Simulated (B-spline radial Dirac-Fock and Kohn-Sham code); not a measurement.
The computed values come from an atomic code on a B-spline grid: Dirac-Fock energy differences between relaxed states, corrected for Breit and QED terms. Free atoms and ions in their tabulated ground configurations, energies from the vacuum level.

Q: Order these levels by binding energy, lowest first.
A. Pb²⁺ 3p3/2
B. Xe²⁺ 2p3/2
C. Ag 2s
D. Ta⁴⁺ 3s
E. Hf⁶⁺ 3p3/2
F. Pd³⁺ 2p3/2

A: E (2212.2 eV), D (2767.0 eV), A (3096.8 eV), F (3227.0 eV), C (3820.4 eV), B (4810.4 eV).
